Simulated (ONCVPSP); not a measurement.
# An all-electron radial function and its pseudo partner (Rh (Z = 45))

Columns: radius, all-electron u(r) and pseudo u(r) of the 4p shell (level -51.00 eV) of rhodium in the configuration [Ar] 3d10 4s2 4p6 4d8 5s0.75 5p0.25; LDA (Perdew-Wang 92), scalar-relativistic, ONCV scheme, ONCVPSP 4.0.1.

```
r (bohr)  all-electron  pseudo
   0.100        0.3090  0.0326
   0.200       -0.3561  0.1256
   0.300       -0.5858  0.2662
   0.400       -0.3192  0.4355
   0.500        0.1256  0.6117
   0.600        0.5398  0.7742
   0.700        0.8405  0.9057
   0.800        1.0173  0.9953
   0.900        1.0896  1.0385
   1.000        1.0861  1.0374
   1.100        1.0332  0.9987
   1.200        0.9518  0.9320
   1.300        0.8569  0.8477
   1.400        0.7586  0.7553
   1.500        0.6631  0.6623
   1.600        0.5740  0.5739
   1.700        0.4931  0.4930
   1.800        0.4211  0.4210
   1.900        0.3579  0.3578
   2.000        0.3029  0.3029
   2.100        0.2556  0.2556
   2.200        0.2151  0.2151
   2.300        0.1806  0.1806
   2.400        0.1514  0.1514
   2.500        0.1267  0.1266
   2.600        0.1058  0.1058
```

Task: How many radial nodes do the two functions have?

Result: The all-electron 4p function has n − l − 1 = 2; the pseudo-wave has 0, since the states of the same l below it are removed with the core.

Task: At about which radius was the pseudo-wave matched?

Result: 1.70 bohr, where the columns begin to agree (steps of 0.10 bohr).

Task: Where does each function peak?

Result: Outermost all-electron maximum near 0.90 bohr, pseudo maximum near 0.90 bohr (to the table’s step).

Task: Is the pseudo-wave norm-conserving?

Result: Yes: the ONCV scheme keeps the norm inside the radius equal to the all-electron one, which fixes the energy derivative of the logarithmic derivative at the level.
